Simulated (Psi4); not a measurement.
CH6AlP (SMILES [CH3][AlH][PH2]), singlet, geometry from GFN2-xTB (such geometries of metal compounds can be far from the true shape); R2SCAN/6-31G in Psi4.

Here is a job for Psi4.
```
memory 2 GB

molecule mol {
0 1
  Al   -0.558643    0.187329   -0.517441
  H    -1.826055   -0.309851   -1.262732
  C     0.063527    2.035898   -0.915023
  H     1.019035    2.065433   -1.453819
  H     0.205041    2.651017   -0.016979
  H    -0.663382    2.560889   -1.544588
  P     0.392534   -1.344861    0.950752
  H     0.614602   -0.314586    1.871810
  H     1.643957   -1.130648    0.361902
}

set basis 6-31g
set reference rks

energy('r2scan')
print_variables()
```

It wrote (shortened):

```
   => Loading Basis Set <=

    Name: 6-31G
    Role: ORBITAL
    Keyword: BASIS

         ---------------------------------------------------------
                                   SCF
               by Justin Turney, Rob Parrish, Andy Simmonett
                          and Daniel G. A. Smith
                              RKS Reference
         ---------------------------------------------------------

  ==> Geometry <==

    Molecular point group: c1
    Full point group: C1

    Geometry (in Angstrom), charge = 0, multiplicity = 1:

       Center              X                  Y                   Z               Mass
    ------------   -----------------  -----------------  -----------------  -----------------
         AL          -0.543492144342     0.274230874950    -0.549628630273    26.981538530000
         H           -1.810904144342    -0.222949125050    -1.294919630273     1.007825032230
         C            0.078677855658     2.122799874950    -0.947210630273    12.000000000000
         H            1.034185855658     2.152334874950    -1.486006630273     1.007825032230
         H            0.220191855658     2.737918874950    -0.049166630273     1.007825032230
         H           -0.648231144342     2.647790874950    -1.576775630273     1.007825032230
         P            0.407684855658    -1.257959125050     0.918564369727    30.973761998420
         H            0.629752855658    -0.227684125050     1.839622369727     1.007825032230
         H            1.659107855658    -1.043746125050     0.329714369727     1.007825032230

  Running in c1 symmetry.

  Rotational constants: A =      0.63730  B =      0.09421  C =      0.08503 [cm^-1]
  Rotational constants: A =  19105.70304  B =   2824.33495  C =   2549.03880 [MHz]
  Nuclear repulsion =  128.129524283075881

  Charge       = 0
  Multiplicity = 1
  Electrons    = 40
  Nalpha       = 20
  Nbeta        = 20

  ==> Algorithm <==

  SCF Algorithm Type is DF.
  DIIS enabled.
  MOM disabled.
  Fractional occupation disabled.
  Guess Type is SAD.
  Energy threshold   = 1.00e-06
  Density threshold  = 1.00e-06
  Integral threshold = 1.00e-12

  ==> Primary Basis <==

  Basis Set: 6-31G
    Blend: 6-31G
    Number of shells: 31
    Number of basis functions: 47
    Number of Cartesian functions: 47
    Spherical Harmonics?: false
    Max angular momentum: 1

  ==> DFT Potential <==

   => LibXC <=

    Version 7.1.2
[...]
   @DF-RKS iter   3:  -625.30963957454435   -4.78813e-01   1.70380e-03 ADIIS/DIIS
   @DF-RKS iter   4:  -625.31355778151260   -3.91821e-03   9.26870e-04 ADIIS/DIIS
   @DF-RKS iter   5:  -625.31512423052050   -1.56645e-03   1.19475e-04 ADIIS/DIIS
   @DF-RKS iter   6:  -625.31515535715505   -3.11266e-05   1.96148e-05 DIIS
   @DF-RKS iter   7:  -625.31515620639584   -8.49241e-07   5.53695e-06 DIIS
   @DF-RKS iter   8:  -625.31515628796058   -8.15647e-08   6.09871e-07 DIIS
  Energy and wave function converged.

  ==> Post-Iterations <==

   Electrons on quadrature grid:
      Ntotal   =   40.0000090478 ; deviation = 9.048e-06

    Orbital Energies [Eh]
    ---------------------

    Doubly Occupied:

[...]
    Virtual:

[...]
    Final Occupation by Irrep:
              A
    DOCC [    20 ]
    NA   [    20 ]
    NB   [    20 ]

  @DF-RKS Final Energy:  -625.31515628796058

   => Energetics <=

    Nuclear Repulsion Energy =            128.1295242830758809
    One-Electron Energy =               -1118.7109372335992248
    Two-Electron Energy =                 414.7462717511502888
    DFT Exchange-Correlation Energy =     -49.4800150885875070
    Empirical Dispersion Energy =           0.0000000000000000
    VV10 Nonlocal Energy =                  0.0000000000000000
    Total Energy =                       -625.3151562879605763

Computation Completed

Properties will be evaluated at   0.000000,   0.000000,   0.000000 [a0]

Properties computed using the SCF density matrix

 Multipole Moments:

 ------------------------------------------------------------------------------------
     Multipole            Electronic (a.u.)      Nuclear  (a.u.)        Total (a.u.)
 ------------------------------------------------------------------------------------

 L = 1.  Multiply by 2.5417464519 to convert [e a0] to [Debye]
 Dipole X            :         -0.8369896            1.1452595            0.3082699
 Dipole Y            :         -5.7281068            6.5688373            0.8407305
 Dipole Z            :          2.2212283           -2.4330266           -0.2117983
 Magnitude           :                                                    0.9201721

 ------------------------------------------------------------------------------------

  Variable Map:
  ----------------------------------------------------------------------------
[...]
  Array Variable Map:
  ----------------------------------------------------------------------------
[...]
[...]
```
